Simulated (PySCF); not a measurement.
disiloxane (H6OSi2), SMILES [SiH3]O[SiH3]. Geometry: PBE-D3(BJ)/def2-SVP.

### Question
Give the equilibrium geometry at PBE-D3(BJ)/def2-SVP (PySCF confirms it by a frequency run) as Cartesian coordinates in Å, and its point group. (An estimate is asked for; the answer gives what the named calculation found.)

### Answer
point group C2v.
```xyz
9

Si     1.5812     0.0000    -0.0820
O      0.0000     0.0000     0.4666
Si    -1.5812     0.0000    -0.0820
H      2.4851     0.0000     1.1151
H      1.8510     1.2243    -0.9167
H      1.8510    -1.2243    -0.9167
H     -1.8510    -1.2243    -0.9167
H     -2.4851     0.0000     1.1151
H     -1.8510     1.2243    -0.9167
```
Charge 0, spin multiplicity 1.
